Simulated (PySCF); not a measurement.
## Al⁺ (aluminium, charge +1): UHF calculation

Configuration: [Ne] 3d2, high-spin 3F determinant (an excited configuration). All numbers are calculated (PySCF 2.14, the non-relativistic Hamiltonian (point nucleus), in dyall-av2z).

```
Total energy                                     : -240.765141 hartree
One-electron energy                              : -327.8387 hartree
Hartree (Coulomb) energy                         : 104.7672 hartree
Exchange energy                                  : -17.6937 hartree
Kinetic energy                                   : 240.68642 hartree
⟨S²⟩                                             : 2.0000
⟨L²⟩                                             : 12.000
Sum of ⟨r⟩                                       : 13.38 bohr
Sum of ⟨r²⟩                                      : 43.62 bohr²
Density at the nucleus (Gaussians lack the cusp) : 1360 bohr⁻³
Spin density at the nucleus                      : -0.0169 bohr⁻³
Langevin diamagnetic susceptibility              : -34.6 ×10⁻⁶ cm³/mol
```

| shell | electrons | mean orbital energy (hartree) | rms radius, mean of both spins (bohr) |
| --- | --- | --- | --- |
| 1s β | 1 | -59.23231 | 0.139 |
| 1s α | 1 | -59.23202 | 0.139 |
| 2s α | 1 | -5.59065 | 0.677 |
| 2s β | 1 | -5.59060 | 0.677 |
| 2p α | 3 | -3.91229 | 0.669 |
| 2p β | 3 | -3.91211 | 0.669 |
| 3d α | 2 | -0.28643 | 4.47 |

The outer electron is Rydberg-like, and this basis confines it to a smaller radius and binds it less than a complete one would.

Spin-orbit constants ζ (cm⁻¹) from the X2C one-electron operator on these orbitals (non-relativistic here): bare nucleus, nucleus screened by l(l+1)(2l+1)/3 electrons, and screened by the Breit-Pauli mean field of the electrons.

```csv
shell,bare,screened nucleus,mean field
2p,2647,2240,2054
3d,2.796,0.6451,0.5192
```

To first order the Landé constant is A = 0.2596 cm⁻¹, so the lowest level has J = 2 and lies 0.000129 eV below the centre of the term. This holds in LS coupling only.
